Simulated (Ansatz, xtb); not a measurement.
# Isomers of FH2N2Si in order of energy

7 gas-phase structures of FH2N2Si, found in a search over its isomers (lower ones may exist). Each was relaxed with GFN2-xTB; where two conformers were screened, the lower at r2SCAN-D4/def2-SVP is listed:

A. `[H]/N=N/[SiH]F`, a doublet
B. `N/N=[Si]/F`, a doublet
C. `[H]/N=N\[SiH]F`, a doublet
D. `[H]/N=[Si](\[NH])F`, a doublet
E. `F[Si@@H]1[N]N1`, a doublet
F. `[N]=N[SiH2]F`, a doublet
G. a doublet given by its coordinates

G (Å):

```yaml
atoms:
  - { symbol: F, position_ang: [-1.4703, -0.2484, -1.3444] }
  - { symbol: N, position_ang: [-1.5089, 2.8020, 0.8397] }
  - { symbol: N, position_ang: [-1.5257, 1.8017, -0.0141] }
  - { symbol: Si, position_ang: [-1.1831, 0.1038, 0.2348] }
  - { symbol: H, position_ang: [-1.2527, 2.4567, 1.7662] }
  - { symbol: H, position_ang: [-1.7822, 2.1389, -0.9444] }
```

Close contacts (Å): F1–Si4 1.64, N2–N3 1.32, N3–Si4 1.75, N2–H5 1.02, N3–H6 1.02.

Problem. Make a reasoned guess at their ranking by r2SCAN-D4/def2-SVP single-point energy.

Solution. Calculated order at r2SCAN-D4/def2-SVP: F (0.0), G (11.9), D (13.5), B (16.8), E (23.0), A (38.5), C (41.6) kcal/mol.

Energies above the lowest of each column, in kcal/mol; the last columns are at PBE0-D3(BJ)/def2-SVP geometries and were run for some of them only (a dash: not run or not comparable):

```
structure  GFN2-xTB  HF/STO-3G  r2SCAN-D4/def2-SVP  PBE0-D3(BJ)/def2-SVP  CCSD(T)/def2-SVP + ΔMP2/def2-TZVPP
        F       1.1        0.0                 0.0                   0.0                                 0.0
        G      20.9        9.3                11.9                  12.0                                18.3
        D       0.0       40.4                13.5                  18.8                                   –
        B      16.5       26.5                16.8                  15.7                                24.5
        E      14.8       33.5                23.0                     –                                   –
        A       7.3       55.3                38.5                     –                                   –
        C       9.8       64.3                41.6                     –                                   –
```

CCSD(T)/def2-SVP + ΔMP2/def2-TZVPP puts F lowest of those it was run on; GFN2-xTB picks D. Some further structures that were screened fall inside this span and aren't listed. Flexible structures stand in one conformer each, not always the lowest. Frequencies (PBE0-D3(BJ)/def2-SVP) were run for B, F, G alone. Open shells are spin-unrestricted, some with notable spin contamination. ΔMP2 is the change of the MP2 energy from the smaller to the larger basis.

Over these structures GFN2-xTB departs from r2SCAN-D4/def2-SVP by 12.7 kcal/mol on average once a common shift is removed. A GFN2-xTB relaxation took about 0.12 s and the r2SCAN-D4/def2-SVP energy about 3.3 s on a shared host (Ansatz 0.2.0, xtb 6.7.1).
